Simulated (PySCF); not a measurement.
SMILES C(C)OB(OCC)O (C4H11BO3), singlet (GFN2-xTB optimised geometry):

```
19

B     -0.324    -1.041     0.000
O     -0.931    -2.260    -0.001
H     -1.887    -2.243    -0.002
O      1.027    -1.041     0.000
C      1.772     0.164     0.002
C      3.253    -0.171    -0.097
H      1.458     0.789    -0.843
H      1.561     0.718     0.924
H      3.448    -0.720    -1.014
H      3.840     0.743    -0.093
H      3.548    -0.792     0.744
O     -0.984     0.164     0.000
C     -2.390     0.288    -0.003
C     -2.759     1.765     0.013
H     -2.805    -0.191    -0.902
H     -2.811    -0.212     0.882
H     -2.345     2.260    -0.861
H     -3.840     1.877     0.011
H     -2.351     2.238     0.902
```

Computed with PySCF 2.14.0 with PBE0/def2-SVP.

Problem. What are the frontier orbital energies and the dipole moment?

Solution. HOMO-2 -8.71 eV, HOMO-1 -8.47 eV, HOMO -7.84 eV, LUMO 1.38 eV, LUMO+1 2.18 eV; dipole moment 2.93 D.

On the same geometry PBE/def2-SVP (PySCF) gives HOMO-2 -7.05 eV, HOMO-1 -6.78 eV, HOMO -6.22 eV, LUMO 0.47 eV, LUMO+1 1.27 eV; dipole moment 2.75 D.

Meta-Löwdin charges at PBE0/def2-SVP: B1 0.52, O2 -0.49, H3 0.33, O4 -0.40, C5 0.05, C6 -0.30, H7 0.09, H8 0.09, H9 0.10, H10 0.10, H11 0.11, O12 -0.42, C13 0.05, C14 -0.30, H15 0.08, H16 0.08, H17 0.11, H18 0.10, H19 0.11.
